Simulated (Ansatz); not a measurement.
Consider the ligand exchange at the Al–O bond: `BB[O][AlH2]` + `[OH][AlH2]` → `[AlH2][O][AlH2]` + `BBO`.

Computed with Ansatz on PBE0-D4/def2-TZVP structures; ΔE is electronic, products minus reactants. CBS: MP2 limit from def2 TZ/QZ plus the TZ coupled-cluster correction, frozen cores. This one scheme is used for every species. DFT in def2-TZVPP. B3LYP here is the variant with VWN-RPA as its local correlation; programs differ in this. HSE06 is defined as in plane-wave codes. One conformer a species, not always the lowest.

```csv
level,ΔE (kcal/mol),difference from CCSD(T)/CBS
LDA (SPW92),-5.1,0.7
B97M-V,-5.9,-0.1
HSE06-D4,-5.7,0.1
ωB97X-V,-6.0,-0.2
BLYP,-5.1,0.7
B3LYP,-5.4,0.4
LC-ωPBE,-6.0,-0.2
HF/def2-SVP,-8.2,-2.4
HF/CBS(def2),-6.1,-0.3
CCSD/CBS(def2),-5.8,0.0
CCSD(T)/CBS,-5.8,0
```

Largest T1 diagnostic among the species: 0.014.

Leaving LDA and LC-ωPBE aside and taking each functional with its dispersion term where it has one, the values, not all of them listed here, spread over 1.2 kcal/mol, from PBE-QIDH to BLYP-D4. At CCSD(T), def2-SVP lies −2.8 kcal/mol from the extrapolated value and def2-TZVPP −0.6 kcal/mol.
